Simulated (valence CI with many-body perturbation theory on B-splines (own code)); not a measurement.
Results of a calculation; reference values are marked as such.
# Tc²⁺: what each term of the Hamiltonian does

Method: valence CI with perturbative core correlation (CI+MBPT): five valence electrons over a frozen Dirac-Fock core [Kr], radial functions for each j: 7 s, 7 p, 8 d, 6 f, 4 g, 1 h, with the one-electron correlation potential Σ1 (screened to all orders), the two-electron term Σ2, the three-electron term Σ3, Breit, model QED; selected single and double excitations, second order for the rest, scaled by the run's own slope (own B-spline code, finite nucleus).

No measured spectrum was set against this ion. As an estimate, terms of the open shell hold to 2 to 4 % of their energy, and close levels can change places; different configurations can be misplaced against each other by 1,000 to 8,000 cm⁻¹. Core correlation moves these levels by up to 14000 cm⁻¹, and in measured spectra 5 to 20 % of such shifts remained as error; rates that hang on mixing are uncertain with them. Among the levels kept, up to 2200 cm⁻¹ of a level comes from second order outside the variational space, and about a tenth of that is noise between levels of different J, which matters for small intervals. Only levels of the ground parity were solved; by the run's estimate the other parity begins above the list, which can be wrong where configurations are misplaced.

Each rung adds one term. CI alone is the Dirac-Coulomb CI over the frozen core; QED comes last and gives the full result, which names the levels. Energies are above 4d5 6S_5/2 on the same rung, in eV. A blank means that the level has no clear partner on that rung.

Names give the largest LS component (configuration and term), which can be under half, so a name can repeat, a term be missing and a line seem to break the LS rules; names also repeat where a configuration has a term twice. Letters in brackets count levels of one name in rising energy.

```
         Level  CI alone
    4d5 4G_5/2     2.416
    4d5 4G_7/2     2.438
   4d5 4G_11/2     2.453
    4d5 4G_9/2     2.452
    4d5 4P_5/2     2.469
    4d5 4P_3/2     2.487
    4d5 4P_1/2     2.512
    4d5 4D_7/2     2.798
    4d5 4D_1/2     2.809
    4d5 4D_3/2     2.835
    4d5 4D_5/2     2.843
   4d5 2I_11/2     3.623
   4d5 2I_13/2     3.668
4d5 2D_5/2 [a]     3.492
4d5 2D_3/2 [a]     3.592
    4d5 4F_9/2     3.849
```

Task: What do these energies become with core correlation, Breit and QED?

Result: 4d5 4G_5/2 2.399 (-0.0172); 4d5 4G_7/2 2.420 (-0.0177); 4d5 4G_11/2 2.432 (-0.0208); 4d5 4G_9/2 2.434 (-0.0180); 4d5 4P_5/2 2.696 (+0.2271); 4d5 4P_3/2 2.731 (+0.2440); 4d5 4P_1/2 2.786 (+0.2740); 4d5 4D_7/2 2.932 (+0.1334); 4d5 4D_1/2 2.986 (+0.1768); 4d5 4D_3/2 3.035 (+0.1994); 4d5 4D_5/2 3.039 (+0.1959); 4d5 2I_11/2 3.492 (-0.1313); 4d5 2I_13/2 3.536 (-0.1323); 4d5 2D_5/2 [a] 3.780 (+0.2876); 4d5 2D_3/2 [a] 3.875 (+0.2831); 4d5 4F_9/2 4.004 (+0.1550).

Task: How does the ionisation energy move along the ladder, and which term matters most?

Result: CI alone 27.510, + Σ1 28.544, + Σ2 29.285, + Σ3 29.258, + Breit 29.275, + QED 29.277 eV. The largest step is Σ1, 1.034 eV. NIST lists 29.55 eV (semi-empirical), further off than its uncertainty and the later steps.
